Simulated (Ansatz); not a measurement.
The same molecule with X = O, S, Se. Ansatz, PBE0-D4/def2-TZVP geometries, multiplicity 1.

Scalar relativity is left out up to krypton.

```
X      molecule  mean X–Al bond length / Å  mean X–C bond length / Å  HOMO–LUMO gap (B3LYP/def2-TZVPP) / eV  LUMO energy (B3LYP/def2-TZVPP) / eV  LUMO energy (PBE0/def2-TZVPP) / eV
O  `C[O][AlH2]`                      1.686                     1.397                                   6.68                                -1.19                               -0.97
S  `C[S][AlH2]`                      2.168                     1.822                                   5.51                                -1.47                               -1.28
```

Give the row for X = Se, `C[Se][AlH2]`. (An estimate is asked.)

Computed: 
| X | molecule | mean X–Al bond length / Å | mean X–C bond length / Å | HOMO–LUMO gap (B3LYP/def2-TZVPP) / eV | LUMO energy (B3LYP/def2-TZVPP) / eV | LUMO energy (PBE0/def2-TZVPP) / eV |
| --- | --- | --- | --- | --- | --- | --- |
| Se | `C[Se][AlH2]` | 2.299 | 1.964 | 5.16 | -1.54 | -1.36 |

From O to Se the mean X–Al bond length rises at each step, by 0.613 Å in all; the mean X–C bond length rises at each step, by 0.567 Å in all; the HOMO–LUMO gap (B3LYP/def2-TZVPP) falls at each step, by 1.52 eV in all; the LUMO energy (B3LYP/def2-TZVPP) falls at each step, by 0.35 eV in all; the LUMO energy (PBE0/def2-TZVPP) falls at each step, by 0.39 eV in all. Bonds lengthen as the atom grows down the group.

B3LYP here is the variant with VWN-RPA as its local correlation; programs differ in this.

Spin–orbit coupling is left out; it splits and shifts lone-pair levels of the heavy atoms by tenths of an eV.
